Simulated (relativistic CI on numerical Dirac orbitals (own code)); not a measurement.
## d1 to d9 in one octahedral field

Computed with a parametric ligand-field model without spin-orbit coupling, by exact diagonalisation: B = 670, C = 2670, 10Dq = 14300 cm⁻¹ (Oh; |10Dq|/B = 21.3) for every shell. Energies in cm⁻¹; the field energy is (0.6 n_e − 0.4 n_t2) × 10Dq of the ground term; g labels are left out.

```tsv
Shell	Ground term	Electrons in e	Field energy	First spin-allowed bands	Lowest term of other spin
d1	2T2	0.000	-5720	2E 14300	
d2	3T1	0.035	-10939	3T2 13056, 3T1 21862	1T2 9742
d3	4A2	0.000	-17160	4T2 14300, 4T1 20708	2E 12857
d4	5E	1.000	-8580	5T2 14300	3T1 1879
d5	6A1	2.000	0	none	2T2 5845
d6	1A1	0.061	-33452	1T1 12761, 1T2 20541	5T2 5652
d7	?	?	?	?	?
d8	3A2	2.000	-17160	3T2 14300, 3T1 20708	1E 10517
d9	2E	3.000	-8580	2T2 14300
```

Question: Fill in the row of d7.

Answer: Ground term: 2E; Electrons in e: 1.048; Field energy: -25053; First spin-allowed bands: 2T1 12617, 2T2 13107; Lowest term of other spin: 4T1 1304. Low spin: d6, d7; the other shells keep the spin of the free ion. Only d4 to d7 can choose; the field needed to pair spins is smallest for d6 and largest for d5, which loses most exchange energy. In the strong-field picture 10Dq must exceed about 6B + 5C = 17370 (d4), 7.5B + 5C = 18375 (d5), 2.5B + 4C = 12355 (d6) and 4B + 4C = 13360 (d7); mixing of terms shifts these bounds somewhat.
